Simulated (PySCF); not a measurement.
SMILES [S](B(O)O)[GeH3] (H₅BGeO₂S), CAM-B3LYP/def2-SVP optimised geometry.

```
10

Ge    -1.91     0.57     0.00
S      0.32     0.57     0.00
B      0.70    -1.20    -0.44
O      1.92    -1.69    -0.11
O     -0.15    -2.03    -1.07
H     -2.41    -0.13    -1.28
H     -2.46    -0.18     1.22
H     -2.35     2.03     0.00
H      2.46    -1.09     0.42
H     -0.95    -1.62    -1.42
```

Density from CAM-B3LYP/def2-TZVP (PySCF 2.14.0) at that geometry.

Minimum of the electron density along straight lines between bonded atoms, close to the bond critical point (lines longer than 1.1 times the sum of covalent radii, or with two minima, are not listed):

```
bond    length / Å  ρ at the minimum / e bohr⁻³  ∇²ρ there / e bohr⁻⁵  position (fraction from the first atom)
------  ----------  ---------------------------  --------------------  ---------------------------------------
Ge1–S2       2.226                   (withheld)            (withheld)                                     0.44
S2–B3        1.858                        0.146                 -0.32                                     0.69
B3–O4        1.352                        0.218                  0.93                                     0.33
B3–O5        1.352                        0.217                  0.93                                     0.33
Ge1–H6       1.542                        0.132            (withheld)                                     0.59
Ge1–H7       1.533                        0.136                  0.05                                     0.59
Ge1–H8       1.530                        0.137                  0.05                                     0.59
O4–H9        0.963                        0.356                 -2.45                                     0.81
O5–H10       0.962                        0.356                 -2.44                                     0.81
```

### Question
Some entries are withheld; supply them.

### Answer

- Ge1–S2, ρ at the minimum / e bohr⁻³: 0.103
- Ge1–S2, ∇²ρ there / e bohr⁻⁵: 0.04
- Ge1–H6, ∇²ρ there / e bohr⁻⁵: 0.06
